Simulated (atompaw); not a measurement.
## Reading a pseudo-wave (nickel)

Columns: radius, all-electron u(r) and pseudo u(r) of the 3p shell (level -71.93 eV) of nickel in the configuration [Ne] 3s2 3p6 3d8 4s1.75 4p0.25; PBE, scalar-relativistic, PAW (atompaw) scheme, atompaw 4.2.0.5.

| r (bohr) | all-electron | pseudo |
| --- | --- | --- |
| 0.081 | -0.5185 | 0.0476 |
| 0.162 | -0.5905 | 0.1823 |
| 0.242 | -0.1887 | 0.3780 |
| 0.323 | 0.3259 | 0.6070 |
| 0.404 | 0.7528 | 0.8307 |
| 0.485 | 1.0353 | 1.0163 |
| 0.565 | 1.1804 | 1.1400 |
| 0.646 | 1.2224 | 1.1952 |
| 0.727 | 1.1925 | 1.1837 |
| 0.808 | 1.1188 | 1.1201 |
| 0.888 | 1.0229 | 1.0256 |
| 0.969 | 0.9166 | 0.9173 |
| 1.050 | 0.8097 | 0.8097 |
| 1.131 | 0.7076 | 0.7076 |
| 1.212 | 0.6133 | 0.6133 |
| 1.292 | 0.5291 | 0.5291 |
| 1.373 | 0.4534 | 0.4534 |
| 1.454 | 0.3869 | 0.3869 |
| 1.535 | 0.3290 | 0.3290 |
| 1.615 | 0.2796 | 0.2796 |
| 1.696 | 0.2365 | 0.2365 |
| 1.777 | 0.1998 | 0.1998 |
| 1.858 | 0.1684 | 0.1684 |
| 1.938 | 0.1421 | 0.1421 |
| 2.019 | 0.1195 | 0.1195 |
| 2.100 | 0.1004 | 0.1004 |

(1) How many radial nodes do the two functions have?

(2) At about which radius was the pseudo-wave matched?

(3) Is the pseudo-wave norm-conserving?

Answers

(1) The all-electron 3p function has n − l − 1 = 1; the pseudo-wave has 0, since the states of the same l below it are removed with the core.

(2) 1.05 bohr, where the columns begin to agree (steps of 0.08 bohr).

(3) No, it belongs to a PAW set: the norm inside the radius is not constrained, and the difference is carried by the augmentation charge.
